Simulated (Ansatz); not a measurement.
Geometry optimisation, Ansatz, RKS B3LYP/def2-SVP.

Input:

```yaml
crystal:
  periodic: [false, false, false]
  atoms:
    - { symbol: W, position_ang: [0.0, 0.0, 0.0] }
    - { symbol: H, position_ang: [0.7888, 0.0, 1.7505] }
    - { symbol: O, position_ang: [1.9156, 0.0, 0.9539] }
    - { symbol: H, position_ang: [2.2528, -0.9519, 0.9343] }
    - { symbol: O, position_ang: [0.0, 1.94, 0.0] }
    - { symbol: H, position_ang: [-0.6343, 2.2771, -0.71] }
    - { symbol: O, position_ang: [-1.94, 0.0, 0.0] }
    - { symbol: H, position_ang: [-2.2771, -0.1263, 0.9437] }
    - { symbol: O, position_ang: [0.0, -1.94, 0.0] }
    - { symbol: H, position_ang: [0.3816, -2.2771, 0.8723] }
    - { symbol: F, position_ang: [0.0, 0.0, -1.85] }
basis:
  gaussian: { orbitals: def2-SVP }
hamiltonian:
  xc: b3lyp
relax:
  f_tol: 0.15
  max_steps: 25
  restrain:
    - { distance: [1, 2], at: 2.21, k: 30.0 }
    - { distance: [0, 1], at: 1.72, k: 30.0 }
    - { distance: [0, 2], at: 1.94, k: 30.0 }
output:
  orbitals: {}
```

Run as:

```bash
$ ansatz run input.yaml --threads 4 --pin off --max-ram 5120MiB --backend cpu --events-out ev --progress --plain --runs-dir out
```

Q: Where does it end, and by what steps?

A: The forces met the threshold. The restraints hold the end off the free minimum; the threshold counts their pulls, which the force column leaves out. Restrained pairs: H2–O3 (1.38 → 2.23 Å), W1–H2 (1.92 → 1.72 Å), W1–O3 (2.14 → 1.93 Å). After 20 steps the energy has fallen by 4.149 eV (the restraints' own energy left out); H4 moved furthest, 1.41 Å.

| step | energy less start (eV) | largest force component (eV/Å) | accepted |
| --- | --- | --- | --- |
| 0 | 0.0000 | 2.612 | yes |
| 1 | -1.3237 | 3.021 | yes |
| 2 | -2.3752 | 1.956 | yes |
| 3 | -3.1841 | 1.118 | yes |
| 4 | -3.6152 | 0.584 | yes |
| 5 | -3.8046 | 0.990 | yes |
| 6 | -3.8638 | 0.603 | yes |
| 7 | -3.7694 | 1.670 | no |
| 8 | -3.8987 | 0.897 | yes |
| 9 | -3.9162 | 1.041 | yes |
| 10 | -3.9190 | 1.085 | yes |
| 11 | -3.9843 | 1.066 | yes |
| 12 | -3.9867 | 1.060 | yes |
| 13 | -3.9871 | 1.707 | yes |
| 14 | -4.0427 | 1.001 | yes |
| 15 | -4.0723 | 0.746 | yes |
| 16 | -4.1133 | 0.461 | yes |
| 17 | -4.1291 | 0.393 | yes |
| 18 | -4.1401 | 0.380 | yes |
| 19 | -4.1445 | 0.400 | yes |
| 20 | -4.1487 | 0.382 | yes |

```xyz
11
Properties=species:S:1:pos:R:3
W -0.012 -0.220 0.072
H -0.235 0.009 1.758
O 1.750 -0.378 0.830
H 2.155 0.436 1.168
O 0.579 1.597 -0.068
H 0.014 2.176 -0.609
O -1.903 0.038 0.256
H -2.277 0.117 1.142
O 0.088 -2.090 0.041
H 0.824 -2.716 0.086
F -0.497 -0.048 -1.780
```

Run time: 65 s on 4 threads of Arm Neoverse V1, on a shared host, peak memory 0.33 GiB.
